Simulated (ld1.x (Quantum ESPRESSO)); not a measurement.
## What one change does to a pseudopotential (tellurium (Te), TM)

Te, norm-conserving Troullier–Martins (Kleinman–Bylander form), made with ld1.x (Quantum ESPRESSO) 7.5 (PBEsol, fully relativistic). Core [Kr] 4d10, reference 5s2 5p3 (charge +1). Waves: 5p (bound): rc 2.10 bohr; 5s (bound): rc 1.50 bohr. Local part: the s channel. Core correction: Bessel-smoothed model core inside 1.55 bohr.

Open shells are filled in proportion to 2j + 1 (rel_dist='average').

All-electron outer shells of the reference configuration (PBEsol, scalar-relativistic, ld1.x):

```json
{"shell": "5s", "level (eV)": "-23.51", "outermost node (bohr)": "0.91", "outermost maximum (bohr)": "1.77"}
{"shell": "5p", "level (eV)": "-13.72", "outermost node (bohr)": "1.00", "outermost maximum (bohr)": "2.11"}
```

Change: wave 5p (bound): rc 2.10 bohr becomes 5p (bound): rc 1.70 bohr.

Cutoffs: the cutoffs (Ry, on a coarse ladder) from which the occupation-weighted sum of valence levels, in a spherical-Bessel basis at the reference potential, stays within 10 and 1 mRy of its value at 400 Ry; they do not see the model core or the augmentation charge, which bear on the density cutoff. Errors are all-electron minus pseudo energies relative to the spin-unpolarised reference configuration.

Problem. How do hardness, ghosts and transferability respond?

Solution. The potential gets neither clearly harder nor softer (55 Ry and 110 Ry → 60 Ry and 110 Ry); both files keep a bound ghost (d); of the 7 tests that both files solve, the error grows in 0 and shrinks in 3 by more than 15 % and 0.3 meV (median size 11.9 → 6.1 meV). Less of the atom is replaced, so other configurations are described better.

| quantity | base | changed |
| --- | --- | --- |
| cutoff, loose | 55 Ry | 60 Ry |
| cutoff, tight | 110 Ry | 110 Ry |
| loose cutoff by channel (10 mRy a level) | p 15 Ry, s 35 Ry | p 30 Ry, s 35 Ry |
| bound ghosts | d | d |
| error for 5s2 5p4, meV [ΔE -9.77 eV] | -1.5 | -1.5 |
| error for 5s2 5p2, meV [ΔE 17.99 eV] | -5.9 | -6.1 |
| error for 5s2 5p1, meV [ΔE 44.98 eV] | -39 | -43 |
| error for 5s1 5p4, meV [ΔE 9.84 eV] | -16 | -9.9 |
| error for 5s0 5p6, meV [ΔE 8.92 eV] | -54 | -29 |
| error for 5s2 5p4.3, meV [ΔE -11.25 eV] | -1.9 | -1.7 |
| error for 5s1 5p5, meV [ΔE -0.52 eV] | -12 | -5.4 |

 A true bound ghost makes a file unfit for plane-wave use even where its test errors are small: the radial tests pick states by their node count and pass the ghost by.
